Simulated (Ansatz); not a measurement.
A geometry relaxed with B3LYP-D3(BJ)/def2-TZVP (Ansatz, a quantum-chemistry and plane-wave program), charge 0, multiplicity 1:

```xyz
5

C     -0.0648     0.0470    -0.0007
H     -2.3124     0.2984    -0.0248
N      1.2324    -0.0982     0.0132
C     -1.2568     0.1803    -0.0135
C      2.4016    -0.2290     0.0258
```

### Question
Write the SMILES of this molecule.

### Answer
`[C-]#[N+]C#C`
